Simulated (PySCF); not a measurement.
## Relaxation of singlet AsO2F

These are results of PBE0 in PySCF with As def2-TZVP, O def2-TZVP, F def2-TZVP; no relativity; density-fitted integrals, not measurements. A (50,194) grid was used.

A hand-made trigonal pyramidal start, of Cs symmetry, held to at least that symmetry:

```xyz
4
charge 0 multiplicity 1, angstrom
As   -0.0547    0.0000   -0.3350
O    -0.8096    1.3076    0.4678
O    -0.8096   -1.3076    0.4678
F     1.5788    0.0000    0.5335
```

(1) What forces act on the atoms at the start (eV/Å)?

(2) What does it relax to?

(3) How much energy is released, and in how many steps?

Answers

(1) 
| atom | Fx | Fy | Fz |
| --- | --- | --- | --- |
| As1 | -0.83 | 0.00 | 7.50 |
| O2 | 1.28 | -0.20 | -2.67 |
| O3 | 1.28 | 0.20 | -2.67 |
| F4 | -1.73 | 0.00 | -2.15 |

(2) It ends at C2v with As–F 1.699 Å, As–O 1.594 Å (×2); F–As–O 110.7° (×2), O–As–O 138.5°. A frequency run shows a minimum. Other isomers or separated fragments may lie lower.

(3) 273.2 kJ/mol in 8 steps.

The relaxation took 18 s on 4 threads of a shared Intel Xeon Platinum 8488C (Sapphire Rapids) host, with 141 basis functions and 9 gradients; the process peaked at 0.8 GiB. Launch command: `OMP_NUM_THREADS=4 python axn.py task.json out`.
